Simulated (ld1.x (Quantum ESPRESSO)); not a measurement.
What the settings do to the PAW potential of Cr (Z = 24)

Base potential:

```
Element                 : Cr (Z = 24)
Generator               : ld1.x (Quantum ESPRESSO) 7.5
Type                    : PAW
Functional              : LDA (PZ)
Relativity              : scalar-relativistic
Frozen core             : [Ar]
Valence charge          : 6
Reference configuration : 3d6 4s0 4p0
Partial waves           : 4s (bound, empty): rcut 2.55, rcutus 2.75 bohr; 4s channel at 0.05 Ry: rcut 2.55, rcutus 2.75 bohr; 4p (bound, empty): rcut 4.20, rcutus 4.55 bohr; 4p channel at 0.3 Ry: rcut 4.20, rcutus 4.55 bohr; 3d (bound): rcut 0.95, rcutus 1.30 bohr; 3d channel at 1.6 Ry: rcut 0.95, rcutus 1.30 bohr; 4f channel at 0.15 Ry: rcut 3.60, rcutus 4.45 bohr; 4f channel at 0.8 Ry: rcut 3.60, rcutus 4.45 bohr
Local potential         : all-electron potential smoothed inside 3.80 bohr (lloc = -1)
Core correction         : a·sin(br)/r model core, default radius (core density twice the valence density)
Augmentation charge     : PSQ, inside the norm-conserving radii
```

Cutoffs, loose and tight: the cutoffs (Ry, on a coarse ladder) from which the occupation-weighted sum of valence levels, in a spherical-Bessel basis at the reference potential, stays within 10 and 1 mRy of its value at 400 Ry. They do not see the model core or the augmentation charge, which bear on the density cutoff. Test errors are all-electron minus pseudo excitation energies from the reference, over the configurations 3d5 4s1 4p0; 3d5 4s0 4p0; 3d4 4s0 4p0; 3d5 4s0 4p1; 3d2 4s0 4p0; 3d4 4s1 4p0; 3d3 4s0 4p0 (two spin-polarised tests are not counted in the largest error). A dash means not determined; rows that change the core or the reference have their own tests. The largest error is taken over the tests solved by every variant that gives reliable tests at all: 3d2 4s0 4p0; 3d3 4s0 4p0; 3d4 4s0 4p0; 3d4 4s1 4p0; 3d5 4s0 4p0; 3d5 4s0 4p1; 3d5 4s1 4p0.

Cutoffs are not given where the Bessel-basis levels miss the radial ones by over 6 mRy, ghosts where they miss by over 20 mRy; a channel whose overlap is not positive is not tested.

A file whose overlap is not positive is unfit for use, and its test errors describe a broken file.

| change | outcome | cutoff, loose | cutoff, tight | bound ghosts | largest test error (meV) |
| --- | --- | --- | --- | --- | --- |
| base | generated | 60 Ry | 100 Ry | none | -4139 |
| waves 4p (bound): rcut 4.20, rcutus 5.18 bohr; 4p channel at 0.3 Ry: rcut 4.20, rcutus 5.18 bohr | generated | 60 Ry | 100 Ry | none | -4139 |
| functional PBE | failed: compute_chi: n is too large | – | – | – | – |
| waves 3d (bound): rcut 0.95, rcutus 1.28 bohr; 3d channel at 1.6 Ry: rcut 0.95, rcutus 1.28 bohr | generated | 60 Ry | 110 Ry | none | -4134 |
| augmentation PSQ, radius 0.95 bohr | generated | 60 Ry | 100 Ry | none | test run stopped at test 1 of 9 (negative rho) |
| local potential all-electron potential smoothed inside 2.72 bohr (lloc = -1) | generated, overlap not positive | – | – | not determined (overlap not positive) | -4046 |
| wave 4p channel at 0.3 Ry: rcut 4.20, rcutus 4.55 bohr becomes 4p channel at 3.81 Ry: rcut 4.20, rcutus 4.55 bohr | generated | 60 Ry | 100 Ry | none | -4139 |
